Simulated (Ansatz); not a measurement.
Isomers of Ag$_{3}$H$_{3}$⁻ (doublet), relaxed with PBE-D4/def2-TZVPD; total energies from Ansatz at PBE0-D4/def2-TZVPD.

| isomer | description | energy (Eh) |
| --- | --- | --- |
| A | point group C3h; 3 × Ag–Ag 2.78 Å; 3 × Ag–H 1.67 Å | -442.79453 |
| B | point group Cs; 2 × Ag–Ag 2.82 Å; 4 × Ag–H 1.66 to 1.78 Å | -442.81702 |
| C | point group not assigned; 5 × Ag–H 1.66 to 1.87 Å | -442.82526 |

In the def2 sets Ag takes a core potential; there is no spin–orbit coupling.

The isomers come from a short search, and lower ones may exist.

Problem. Work out the relative energies (1 Eh = 2625.5 kJ/mol) and the Boltzmann populations at 800 K from electronic energies alone (R = 8.314 J/mol/K).

Solution. ΔE: A 80.7, B 21.6, C 0.0 kJ/mol. RT = 6.65 kJ/mol. Factors exp(−ΔE/RT): A 5.37e-06, B 0.0388, C 1; sum 1.039. Populations: A 0.0 %, B 3.7 %, C 96.3 %. Zero-point energy, vibrational entropy and symmetry numbers are left out and can shift these; an error of 4 kJ/mol changes a ratio by a factor of 1.8. Over the other density-functional and correlated levels in def2 sets, the gap between C and B ranges from 5 to 42 kJ/mol.
